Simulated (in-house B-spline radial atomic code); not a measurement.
A fraction x of an electron is moved 3p → 4d in V, starting from [Ar] 3d3 4s2 and keeping the highest spin. Computed with a radial B-spline atomic code at the basis-set limit: scalar-relativistic (X2C) revTPSS, spin-polarised, spherical fractional occupations, Fermi nucleus of rms radius 3.6002 fm.

| x | E(x) - E(0) (eV) | 3p down level (eV) | 4d up level (eV) |
| --- | --- | --- | --- |
| 0 | 0.0000 | -42.525 | - |
| 0.125 | 5.3843 | -43.845 | -0.187 |
| 0.25 | 10.9138 | -45.107 | -0.296 |
| 0.375 | ? | ? | ? |
| 0.5 | 22.4014 | -47.555 | -0.474 |
| 0.625 | 28.3561 | -48.742 | -0.555 |
| 0.75 | 34.4474 | -49.903 | -0.631 |
| 0.875 | ? | ? | ? |
| 1 | 47.0236 | -52.089 | -0.771 |

Task: What belongs in the row x = 0.375?

Result: An energy change of 16.5867 eV; 3p down at -46.347 eV, 4d up at -0.391 eV.

Task: What belongs in the row x = 0.875?

Result: An energy change of 40.6717 eV; 3p down at -51.010 eV, 4d up at -0.701 eV.

Task: Check Janak's theorem between x = 0.125 and 0.25.

Result: The slope of the energy is 44.24 eV; the orbital levels give 44.23 eV (ε of the receiving orbital less ε of the emptying one, averaged over the two points).
